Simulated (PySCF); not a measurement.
Cl2Sc, charge +1, singlet, geometry from GFN2-xTB (such geometries of metal compounds can be far from the true shape) (the multiplicity is a formal guess); PBE/6-31G in PySCF.

Input for PySCF:
```python
from pyscf import gto, scf, dft

mol = gto.M(
    atom='''
Sc    0.40621830   -0.00029416    0.42871085
Cl    1.19503248    0.37581167   -1.63460469
Cl   -1.69683156   -0.37544829    1.10502071
''',
    basis='6-31g',
    charge=1,
    verbose=4,
)

mf = dft.RKS(mol)
mf.xc = 'pbe'
mf.kernel()
```

The log (banner, timings and long lists left out):

```
PySCF version 2.14.0

[INPUT] verbose = 4
[INPUT] num. atoms = 3
[INPUT] num. electrons = 54
[INPUT] charge = 1
[INPUT] spin (= nelec alpha-beta = 2S) = 0
[INPUT] symmetry False subgroup None
[INPUT] Mole.unit = angstrom
[INPUT] Symbol           X                Y                Z      unit          X                Y                Z       unit  Magmom
[...]
nuclear repulsion = 206.345074613181
number of shells = 25
number of NR pGTOs = 182
number of NR cGTOs = 53
basis = 6-31g
ecp = {}

******** <class 'pyscf.dft.rks.RKS'> ********
method = RKS
initial guess = minao
damping factor = 0
level_shift factor = 0
DIIS = <class 'pyscf.scf.diis.CDIIS'>
diis_start_cycle = 1
diis_space = 8
diis_damp = 0
SCF conv_tol = 1e-09
SCF conv_tol_grad = None
SCF max_cycles = 50
direct_scf = True
direct_scf_tol = 1e-13
XC library pyscf.dft.libxc version 7.1.2
    S. Lehtola, C. Steigemann, M. J. T. Oliveira, and M. A. L. Marques,  SoftwareX 7, 1–5 (2018)
XC functionals = pbe
    J. P. Perdew, K. Burke, and M. Ernzerhof,  Phys. Rev. Lett. 77, 3865 (1996)
    J. P. Perdew, K. Burke, and M. Ernzerhof,  Phys. Rev. Lett. 78, 1396 (1997)
    J. P. Perdew, K. Burke, and M. Ernzerhof,  Phys. Rev. Lett. 77, 3865 (1996)
    J. P. Perdew, K. Burke, and M. Ernzerhof,  Phys. Rev. Lett. 78, 1396 (1997)
radial grids:
    Treutler-Ahlrichs [JCP 102, 346 (1995); DOI:10.1063/1.469408] (M4) radial grids

becke partition: Becke, JCP 88, 2547 (1988); DOI:10.1063/1.454033
pruning grids: <function nwchem_prune>
grids dens level: 3
symmetrized grids: False
atomic radii adjust function: <function treutler_atomic_radii_adjust>
small_rho_cutoff = 0
Set gradient conv threshold to 3.16228e-05
Initial guess from minao.
tot grids = 58400
init E= -1680.53956976016
[...]
cycle= 1 E= -1676.53359886598  delta_E= 4.01  |g|= 4.63  |ddm|= 3.65
[...]
cycle= 2 E= -1656.94047161105  delta_E= 19.6  |g|= 4.88  |ddm|= 10.3
[...]
cycle= 3 E= -1652.64798717382  delta_E= 4.29  |g|= 7.19  |ddm|= 11.5
[...]
cycle= 4 E= -1656.40483455951  delta_E= -3.76  |g|= 7.32  |ddm|= 2.03
[...]
cycle= 5 E= -1663.65159493693  delta_E= -7.25  |g|= 7.79  |ddm|= 2.01
[...]
cycle= 6 E= -1664.78487918343  delta_E= -1.13  |g|= 7.69  |ddm|= 0.306
[...]
cycle= 7 E= -1662.90408397762  delta_E= 1.88  |g|= 7.77  |ddm|= 0.389
[...]
cycle= 8 E= -1662.89506100167  delta_E= 0.00902  |g|= 7.77  |ddm|= 0.0869
[...]
cycle= 9 E= -1663.40981877333  delta_E= -0.515  |g|= 7.76  |ddm|= 0.937
[...]
cycle= 10 E= -1655.19517987216  delta_E= 8.21  |g|= 7.14  |ddm|= 2.67
[...]
cycle= 11 E= -1640.42041626061  delta_E= 14.8  |g|= 3.46  |ddm|= 18.1
[...]
cycle= 12 E= -1641.46676580728  delta_E= -1.05  |g|= 6.32  |ddm|=   19
[...]
cycle= 13 E= -1644.98257927455  delta_E= -3.52  |g|= 6.43  |ddm|= 2.44
[...]
cycle= 14 E= -1644.92899130472  delta_E= 0.0536  |g|= 6.47  |ddm|= 0.142
[...]
cycle= 15 E= -1652.3507181516  delta_E= -7.42  |g|= 7.45  |ddm|= 3.22
[...]
cycle= 16 E= -1665.07770191936  delta_E= -12.7  |g|= 7.08  |ddm|= 5.58
[...]
cycle= 17 E= -1670.17314832531  delta_E= -5.1  |g|= 6.63  |ddm|= 3.21
[...]
cycle= 18 E= -1678.30519180075  delta_E= -8.13  |g|= 2.94  |ddm|= 3.08
[...]
cycle= 19 E= -1670.63232149964  delta_E= 7.67  |g|= 4.26  |ddm|= 4.13
[...]
cycle= 20 E= -1658.83094852396  delta_E= 11.8  |g|= 5.51  |ddm|= 9.92
[...]
cycle= 21 E= -1678.86972353641  delta_E=  -20  |g|= 1.98  |ddm|= 8.62
[...]
cycle= 22 E= -1679.90947353449  delta_E= -1.04  |g|= 0.768  |ddm|= 2.27
[...]
cycle= 23 E= -1675.26629659377  delta_E= 4.64  |g|= 5.22  |ddm|= 3.63
[...]
cycle= 24 E= -1677.35221365463  delta_E= -2.09  |g|= 3.94  |ddm|= 0.636
[...]
cycle= 25 E= -1679.53542549165  delta_E= -2.18  |g|= 1.74  |ddm|=  1.4
[...]
cycle= 26 E= -1680.11004653207  delta_E= -0.575  |g|= 0.698  |ddm|= 0.626
[...]
cycle= 27 E= -1680.25256994786  delta_E= -0.143  |g|= 0.127  |ddm|= 0.617
[...]
cycle= 28 E= -1680.25862675669  delta_E= -0.00606  |g|= 0.0212  |ddm|= 0.159
[...]
cycle= 29 E= -1680.25879922371  delta_E= -0.000172  |g|= 0.00175  |ddm|= 0.0269
[...]
cycle= 30 E= -1680.25879946665  delta_E= -2.43e-07  |g|= 0.00151  |ddm|= 0.00383
[...]
cycle= 31 E= -1680.25880028776  delta_E= -8.21e-07  |g|= 0.00021  |ddm|= 0.00141
[...]
cycle= 32 E= -1680.2588003071  delta_E= -1.93e-08  |g|= 1.57e-05  |ddm|= 0.000314
[...]
cycle= 33 E= -1680.2588003072  delta_E= -1.03e-10  |g|= 1.63e-06  |ddm|= 2.51e-05
[...]
Extra cycle  E= -1680.2588003072  delta_E= 7.5e-12  |g|= 6.03e-06  |ddm|= 9.54e-06
converged SCF energy = -1680.2588003072
```
